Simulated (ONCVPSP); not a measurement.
# Te, ONCV: configuration errors across variants

ONCVPSP 4.0.1 input, shortened (lines: element, Z, core and valence counts, functional; n l f; lmax; l rc ep ncon nbas qcut; lloc lpopt rc5 dvloc0; l nproj debl; icmod fcfact rcfact), revPBE, scalar-relativistic:

```
  Te 52.00    8    3  -102130      upf
    1    0    2.00
    2    0    2.00
    2    1    6.00
    3    0    2.00
    3    1    6.00
    3    2   10.00
    4    0    2.00
    4    1    6.00
    4    2   10.00
    5    0    2.00
    5    1    4.00
    2
    0    1.55    0.00    4    8    3.60
    1    2.05    0.00    4    7    4.70
    2    0.95    0.00    3    7   11.30
    4    5    0.65    0.00
    0    3    2.60
    1    2    1.90
    2    2    2.40
    3    3.00    1.40
```

All-electron excitation energies from the reference (eV): (1) 4d10 5s2 5p3 9.683; (2) 4d10 5s2 5p2 27.549; (3) 4d10 5s2 5p1 54.359; (4) 4d10 5s1 5p4 19.507.

4 further variants failed, have other tests or another functional or relativity, and are left out.

A true bound ghost makes a file unfit for plane-wave use even where its test errors are small: the radial tests pick states by their node count and pass the ghost by.

Errors AE − PS in meV (a dash: test not solved or not reliable):

```csv
change,(1),(2),(3),(4),bound ghosts,GHOST(+) flags above zero
base,-3.1,-9.6,-17,-4.5,"s, p","s, p"
d: qcut 14.3,-3.1,-9.6,-17,-4.5,"s, p","s, p"
"core correction Teter function, fcfact 5.25, rcfact 1.4",-3.1,-9.7,-18,-4.8,"s, p","s, p"
"p: ncon 3, nbas 6",-3.0,-9.4,-17,-4.1,"s, p",s
"core correction Teter function, fcfact 3, rcfact 2.06",-3.1,-21,-104,-18,"s, p","s, p"
s: nproj 2,-2.9,-8.7,-14,-4.2,"s, p","s, p"
```

(1) Give the same row for: p: rc 2.

Answers

(1) -3.1, -9.7, -18, -4.3; bound ghosts: s, p; GHOST(+) flags above zero: s.
